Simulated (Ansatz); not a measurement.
`[F][Sn]([F])([F])[GeH3]` + CH₃SH → `C[S][Sn]([F])([F])[F]` + GeH₄  (cleavage of the Sn–Ge bond)

Computed with Ansatz on PBE0-D4/def2-TZVP structures; ΔE is electronic, products minus reactants. CBS: MP2 limit from def2 TZ/QZ plus the TZ coupled-cluster correction, frozen cores. This one scheme is used for every species. DFT in def2-TZVPP. B3LYP here is the variant with VWN-RPA as its local correlation; programs differ in this. def2 core potentials past Kr. For Ge, Sn outer-core shells are correlated without core-valence functions, which leaves a few kJ/mol of doubt a bond. Scalar relativity is left out up to krypton. One conformer a species, not always the lowest.

| level | ΔE (kJ/mol) | difference from CCSD(T)/CBS |
| --- | --- | --- |
| revPBE-D4 | 5.6 | -0.4 |
| BLYP-D4 | 9.2 | 3.2 |
| r2SCANh-D4 | 6.1 | 0.1 |
| ωB97M-V | 8.3 | 2.3 |
| PBE-QIDH | 7.0 | 1.0 |
| r2SCAN | 6.1 | 0.1 |
| B3LYP | 14.9 | 8.9 |
| BHLYP | 12.4 | 6.4 |
| RPA@PBE/def2-TZVPP | 3.7 | -2.3 |
| HF/def2-SVP | 9.7 | 3.7 |
| CCSD/def2-SVP | 4.8 | -1.2 |
| CCSD/def2-TZVPP | 7.8 | 1.8 |
| CCSD(T)/def2-TZVPP | 4.7 | -1.3 |
| SCS-MP2/def2-QZVPP | 4.4 | -1.6 |
| HF/CBS(def2) | 5.7 | -0.3 |
| MP2/CBS(def2) | 5.1 | -0.9 |
| CCSD(T)/CBS | 6.0 | 0 |

Largest T1 diagnostic among the species: 0.014.

At CCSD(T), def2-SVP lies −3.0 kJ/mol from the extrapolated value and def2-TZVPP −1.3 kJ/mol. The D4 term adds −5.1 kJ/mol with B3LYP and −2.7 kJ/mol with PBE0; it sums over pairs of atoms, weighted by their polarisabilities, and B3LYP, whose exchange is more repulsive, gets the larger term. From BLYP to BHLYP (50 % exact exchange), in def2-TZVPP and without D4, ΔE moves by −3.5 kJ/mol.
